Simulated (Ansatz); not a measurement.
The cluster Sr6Te6, relaxed as a singlet with RKS PBE0-D4/def2-SVP in Ansatz, starting from the GFN2-xTB geometry. Force threshold 0.03 eV/Å.

In the def2 sets Sr, Te take a core potential; there is no spin–orbit coupling. The structure comes from a short search, and lower isomers may exist.

Start:

```tsv
atom	x (Å)	y (Å)	z (Å)
Sr1	3.3440	2.9766	0.6207
Sr2	-4.2320	1.6633	-1.9342
Sr3	4.1798	-1.6057	2.0587
Sr4	0.7945	-4.7229	1.3097
Sr5	-0.7993	4.6956	-1.3735
Sr6	-3.2848	-3.0036	-0.6845
Te7	5.2979	1.1399	1.8912
Te8	-5.2566	-1.1199	-1.8582
Te9	-3.6377	4.5625	-2.2692
Te10	3.5496	-4.4941	2.4113
Te11	-1.9144	-5.4407	0.3216
Te12	1.9590	5.3490	-0.4935
```

```csv
step,energy (eV),largest force component (eV/Å),SCF passes
1,-48790.3888,0.337,18
2,-48790.7580,0.283,24
3,-48791.0089,0.179,22
4,-48791.1551,0.086,22
5,-48791.1970,0.010,22
```

Force components are those of the run's own axes.

End:

```xyz
12

Sr    3.854    3.438    0.713
Sr   -4.898    1.849   -2.211
Sr    4.831   -1.795    2.376
Sr    0.869   -5.450    1.485
Sr   -0.862    5.425   -1.544
Sr   -3.797   -3.465   -0.815
Te    5.393    1.146    1.953
Te   -5.367   -1.123   -1.909
Te   -3.694    4.627   -2.264
Te    3.595   -4.558    2.457
Te   -1.926   -5.548    0.332
Te    2.002    5.454   -0.574
```

By distances, no bond broke or formed. The bond that changes most is Sr1–Te12, from 2.96 to 3.03 Å (atoms count from 1).

No frequencies were taken in this run, so the end may be a saddle point.

Hardware: 6 threads of Intel Xeon on a shared host. Wall time 2 min, peak host memory 1.8 GiB.
